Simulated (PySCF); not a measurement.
# How the method changes the constants of SrCl

State: ²Σ⁺ (doublet), unpaired electrons σ ↑. Set-up: basis Sr def2-SVPD with ECP28, Cl def2-SVPD; scalar-relativistic core potentials; PySCF 2.14. De refers to Sr + Cl in their high-spin ground configurations, without counterpoise correction. The functionals are run spin-unrestricted. A positive dipole means Sr(−)Cl(+).

```csv
Level,Re (Å),ωe (cm⁻¹),De (eV),μ (D)
UHF,2.685,287,3.76,-4.99
UHF-MP2,2.650,297,4.33,n/a
UHF-SCS-MP2,2.657,295,4.16,n/a
UHF-CCSD,2.654,296,4.04,n/a
UHF-CCSD(T),2.654,295,4.09,n/a
PBE,2.617,294,4.37,-4.97
PBEsol,2.595,303,4.56,-4.86
revPBE,2.634,287,4.26,-4.95
r²SCAN,2.623,298,4.65,-5.06
B3LYP,2.634,291,4.15,-5.36
PBE0,2.617,299,4.37,-4.99
```

The bond length runs from 2.595 Å (PBEsol) to 2.685 Å (UHF). De spans 3.76 eV (UHF, mean field) to 4.65 eV (r²SCAN, meta-GGA). Correlation at CCSD(T) changes the Hartree–Fock bond energy by +0.33 eV; the triples alone change it by +0.05 eV.

Correlated steps freeze 5 core orbitals. Correlated levels converge slowly with the basis: in double zeta they bind strong bonds too weakly, by up to about 1 eV, and carry superposition errors of some tenths. Spin–orbit coupling is left out. The state is the lowest determinant that a PBE0 search found; another state may lie lower at other levels.

The whole job (state search and all levels along the bond) took about 2.3 min on 1 thread of Arm Neoverse V2 (shared host), peak memory 0.65 GiB.
